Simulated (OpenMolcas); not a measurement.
CH3BFNO: a line through the functionals

CH3BFNO has 8 atoms, charge 0, and is taken as a singlet. SMILES: `NC1(F)BO1`. Geometry: relaxed at PBE0-D4/def2-TZVP. This is one conformer, not always the lowest.

The vertical ionisation energy (to the doublet cation) y, in eV, basis 6-31G(d); a is the functional's share of exact exchange. Programs: OpenMolcas 26.06.

| functional | program | a | y (eV) |
| --- | --- | --- | --- |
| PBE | OpenMolcas | 0 | 9.79 |
| revPBE | OpenMolcas | 0 | 9.73 |
| B3LYP | OpenMolcas | 0.2 | 10.21 |
| PBE0 | OpenMolcas | 0.25 | ? |
| BHLYP | OpenMolcas | 0.5 | 10.54 |

**Question.** Fit y = c + s·a to the known rows and predict PBE0.

**Answer.** 
1. Means of the 4 rows: a = 0.1750, y = 10.067.
2. Σ(Δa)² = 0.1675, Σ(Δa·Δy) = 0.26475, so the slope is 0.26475/0.1675 = 1.5806.
3. Intercept: 10.067 − (1.5806) × 0.1750 = 9.790. The largest residual of the fit is 0.10.
4. PBE0: 9.790 + (1.5806) × 0.25 = 10.19 eV.

The run gave 10.27 eV, so the prediction is off by -0.08 eV, within the largest residual.
